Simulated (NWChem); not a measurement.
System: NH₃Se₂; SMILES [SeH][Se]N

NWChem input:

```
start job
memory heap 200 mb stack 900 mb global 1100 mb
geometry units angstroms noautosym nocenter noautoz
  Se    -0.394839    -0.941429     0.014451
  N      1.234878    -1.799983     0.015758
  H      1.793762    -1.593621     0.852680
  H      1.788124    -1.608743    -0.828357
  Se    -0.010602     1.409954     0.042453
  H      0.065880     1.600043    -1.435558
end
basis spherical
  * library 6-31g*
end
dft
  xc xcamb88 1.00 lyp 0.81 vwn_5 0.19 hfexch 1.00
  cam 0.33 cam_alpha 0.19 cam_beta 0.46
  iterations 150
end
property
  efieldgrad
end
task dft property
```

NWChem printed, in part:

```
             Northwest Computational Chemistry Package (NWChem) 7.3.0
             --------------------------------------------------------

                             Geometry "geometry" -> ""
                             -------------------------

 Output coordinates in angstroms (scale by  1.889725989 to convert to a.u.)

  No.       Tag          Charge          X              Y              Z
 ---- ---------------- ---------- -------------- -------------- --------------
    1 Se                  34.0000    -0.39483900    -0.94142900     0.01445100
    2 N                    7.0000     1.23487800    -1.79998300     0.01575800
    3 H                    1.0000     1.79376200    -1.59362100     0.85268000
    4 H                    1.0000     1.78812400    -1.60874300    -0.82835700
    5 Se                  34.0000    -0.01060200     1.40995400     0.04245300
    6 H                    1.0000     0.06588000     1.60004300    -1.43555800

 Effective nuclear repulsion energy (a.u.)     413.3272007676

                              NWChem Property Module
                              ----------------------

  itol2e modified to match energy
  convergence criterion.

                                 NWChem DFT Module
                                 -----------------

 Summary of "ao basis" -> "ao basis" (spherical)
 ------------------------------------------------------------------------------
       Tag                 Description            Shells   Functions and Types
 ---------------- ------------------------------  ------  ---------------------
 Se                          6-31g*                 12       32   5s4p3d
 N                           6-31g*                  6       14   3s2p1d
 H                           6-31g*                  2        2   2s

  itol2e modified to match energy
  convergence criterion.

[...]

          -----------------------
          Electric field gradient
          -----------------------

 1 a.u. = 0.324123 10**(16) esu/cm**3  ( or statvolts/cm**2 ) = 0.97174 10**(22) v/m**2

 ------------------------------------------------------------
   Atom      X         Y         Z
 ------------------------------------------------------------
    1 Se  -0.74614  -1.77904   0.02731
 ------------------------------------------------------------

 Electric field gradient in molecular frame (a.u.)
         XX             YY             ZZ             XY             XZ             YZ
 ------------------------------------------------------------------------------------------
       -2.823107      -4.574341       7.397448       1.354704       0.021287       0.074442

 Principal components (a.u.) and orientation
 of principal axis w.r.t. absolute frame                      Asymmetry parameter eta
 --------------------------------------------------------------------------------------
        7.397999      -5.312014      -2.085985                       0.436068

        0.002951      -0.478035       0.878336
        0.006552       0.878330       0.478010
        0.999974      -0.004344      -0.005724

 ------------------------------------------------------------
   Atom      X         Y         Z
 ------------------------------------------------------------
    2 N    2.33358  -3.40147   0.02978
 ------------------------------------------------------------

 Electric field gradient in molecular frame (a.u.)
         XX             YY             ZZ             XY             XZ             YZ
 ------------------------------------------------------------------------------------------
       -0.457423       0.758395      -0.300972       0.489984      -0.001871      -0.010458

 Principal components (a.u.) and orientation
 of principal axis w.r.t. absolute frame                      Asymmetry parameter eta
 --------------------------------------------------------------------------------------
        0.931368      -0.630316      -0.301053                       0.353526

        0.332711       0.942997       0.007743
        0.942990      -0.332760       0.006290
       -0.008508      -0.005209       0.999950

 ------------------------------------------------------------
   Atom      X         Y         Z
 ------------------------------------------------------------
    3 H    3.38972  -3.01151   1.61133
 ------------------------------------------------------------

 Electric field gradient in molecular frame (a.u.)
         XX             YY             ZZ             XY             XZ             YZ
 ------------------------------------------------------------------------------------------
        0.004519       0.179121      -0.183639      -0.048462      -0.221735      -0.095358

 Principal components (a.u.) and orientation
 of principal axis w.r.t. absolute frame                      Asymmetry parameter eta
 --------------------------------------------------------------------------------------
       -0.351712       0.203167       0.148545                       0.155301

        0.537266       0.082839       0.839335
        0.196394       0.955521      -0.220019
        0.820228      -0.283049      -0.497100

 ------------------------------------------------------------
   Atom      X         Y         Z
 ------------------------------------------------------------
    4 H    3.37906  -3.04008  -1.56537
 ------------------------------------------------------------

[...]
```

Level: CAM-B3LYP/6-31G* (spherical d). Geometry: optimised at PBE-D3(BJ)/def2-SVP. NWChem prints the field gradient with the sign opposite to the second derivative of the potential.
